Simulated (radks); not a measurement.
Task: Numerical settings for neutral carbon, [He] 2s2 2p2. Method: scalar-relativistic Kohn-Sham, PBE, spin-polarised, spherical densities, finite nucleus; open shells are filled with parallel spins first; Fermi nuclear charge, rms radius 2.4702 fm; computed with a radial shooting solver on a logarithmic mesh with Libxc functionals. The defaults (mesh step 0.008 in ln r, mesh end at 40 bohr or more with all orbitals vanishing there, Anderson mixing 0.5 over 9 steps, residual threshold near 1e-9 with the energy settled to 1e-9 hartree or 1e-11 of itself, here a cap of 94 iterations) give E = -37.8103 hartree and 2p at -6.095 eV in 17 iterations. Run on one thread of a shared host, so times are rough (Arm Neoverse V1): 0.08 s of CPU time, 0.08 s wall, 17 iterations on 2208 mesh points. One setting is changed at a time: mesh step in ln r 0.03; mesh step in ln r 0.08; mesh step in ln r 0.02; mesh end (bohr) 400; mesh end (bohr) 20; residual threshold 0.1; residual threshold 1e-05; mixing 0.2; linear mixing, mixing 0.8; linear mixing, mixing 0.05; mixing history 3; iteration cap 2. Which runs fail to converge, and which converge to a wrong energy?

Result: Not converged within the cap: linear mixing, mixing 0.8; linear mixing, mixing 0.05; iteration cap 2. No run marked as converged misses the energy by more than 1 mhartree.
